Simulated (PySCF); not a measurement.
AuH3: breathing scan

Method: PBE0 in PySCF with Au def2-TZVP with ECP60, H def2-TZVP; scalar-relativistic core potentials, no spin–orbit coupling; density-fitted integrals.

Rigid scan from the singlet minimum (Au–H 1.576 Å, Au–H 1.837 Å (×2), H–H 0.802 Å; Au–H–H 77.4° (×2), H–Au–H 25.2°, H–Au–H 167.4° (×2)). Coordinate: all bonds to the central atom scaled together. Energies in kJ/mol from the minimum.

```
scale of all bonds to the centre  E (kJ/mol)  dipole size (D)
                            0.88        97.6             2.55
                            0.92        38.5             2.62
                            0.96         8.6             2.68
                            1.00         0.0             2.73
                            1.04         6.9             2.77
                            1.08        24.8             2.81
                            1.14        65.6             2.84
                            1.22       134.4             2.87
                            1.35       257.5             2.87
```

At long bonds a restricted determinant can lie too high, and another spin state can fall below this curve.

With an element this heavy the missing spin–orbit coupling can shift these numbers.

The scan took 9.1 s on 2 threads of a shared AMD EPYC 7571 host; the process peaked at 0.71 GiB.
